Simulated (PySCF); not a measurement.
A series of related molecules.

All values: wB97X-D/def2-SVPD (PySCF) at PBE0-D3(BJ)/def2-SVP geometries, gas phase, one conformer each. Core orbitals are frozen in the response; Δα² is half the sum of the squared differences of the principal polarisabilities. The calculation is non-relativistic, for germanium too.

(1) Rank by polarisability anisotropy Δα, highest first.
A. `[CH2:1]=[N:2][BH:3][NH2:4]` with C1–N2–B3–N4 92°
B. `[NH2:1][BH:2][NH:3][SiH3:4]` with N1–B2–N3–Si4 -177°
C. `[CH3:1][O:2][B:3]([BH:4][NH2:5])[O:6][CH3:7]` with C1–O2–B3–B4 179°, O2–B3–B4–N5 -1°, O2–B3–O6–C7 180°
D. `[NH2:1][BH:2][O:3][GeH3:4]` with N1–B2–O3–Ge4 0°

(2) Rank by dipole moment, highest first.
A. `[NH2:1][BH:2][O:3][GeH3:4]` with N1–B2–O3–Ge4 0°
B. `NBB(Cl)Cl`
C. `[NH2:1][BH:2][NH:3][SiH3:4]` with N1–B2–N3–Si4 -177°
D. `[CH3:1][O:2][B:3]([BH:4][NH2:5])[O:6][CH3:7]` with C1–O2–B3–B4 179°, O2–B3–B4–N5 -1°, O2–B3–O6–C7 180°
E. `[CH3:1][CH2:2][BH:3][NH2:4]` with C1–C2–B3–N4 127°

(3) Rank by HOMO–LUMO gap, highest first.
A. `NB[O][GeH3]` (BGeH6NO)
B. `CCBN` (C2H8BN)
C. `COB(BN)OC` (C2H9B2NO2)
D. `NBN[SiH3]` (BH7N2Si)
E. `C=NBN` (CH5BN2)
F. `NBB(Cl)Cl` (B2Cl2H3N)

Results:

(1) A (3.90 Å³), C (3.64 Å³), B (3.16 Å³), D (2.14 Å³).

(2) B (2.74 D), A (2.44 D), C (2.05 D), E (1.59 D), D (0.30 D).

(3) B (12.19 eV), A (11.48 eV), D (10.94 eV), C (10.75 eV), F (10.27 eV), E (9.88 eV).

All values together:

| SMILES | formula | μ (D) | HOMO (eV) | LUMO (eV) | α (Å³) | Δα (Å³) | electrons | α per electron (Å³) | ΔSCF removal energy (eV) |
| --- | --- | --- | --- | --- | --- | --- | --- | --- | --- |
| CCBN | C2H8BN | 1.59 | -10.16 | 2.02 | 7.42 | 1.97 | 32 | 0.232 | – |
| NB[O][GeH3] | BGeH6NO | 2.44 | -9.86 | 1.62 | 8.51 | 2.14 | 58 | 0.147 | 10.25 |
| NBN[SiH3] | BH7N2Si | 2.05 | -9.08 | 1.85 | 8.87 | 3.16 | 40 | 0.222 | 9.36 |
| C=NBN | CH5BN2 | 1.64 | -8.66 | 1.22 | 6.84 | 3.90 | 30 | 0.228 | 9.01 |
| NBB(Cl)Cl | B2Cl2H3N | 2.74 | -10.03 | 0.24 | 9.55 | 2.35 | 54 | 0.177 | 10.37 |
| COB(BN)OC | C2H9B2NO2 | 0.30 | -9.56 | 1.19 | 10.48 | 3.64 | 54 | 0.194 | 9.83 |

Conformers: `[CH3:1][CH2:2][BH:3][NH2:4]` with C1–C2–B3–N4 127°; `[NH2:1][BH:2][O:3][GeH3:4]` with N1–B2–O3–Ge4 0°; `[NH2:1][BH:2][NH:3][SiH3:4]` with N1–B2–N3–Si4 -177°; `[CH2:1]=[N:2][BH:3][NH2:4]` with C1–N2–B3–N4 92°; `[CH3:1][O:2][B:3]([BH:4][NH2:5])[O:6][CH3:7]` with C1–O2–B3–B4 179°, O2–B3–B4–N5 -1°, O2–B3–O6–C7 180°.

A dash marks a removal energy that wasn't run or isn't settled.

Q: By how much does the ΔSCF value exceed −ε(HOMO) over the species that have both?

A: By 0.27 to 0.39 eV, 0.32 eV on average, over 5 species.
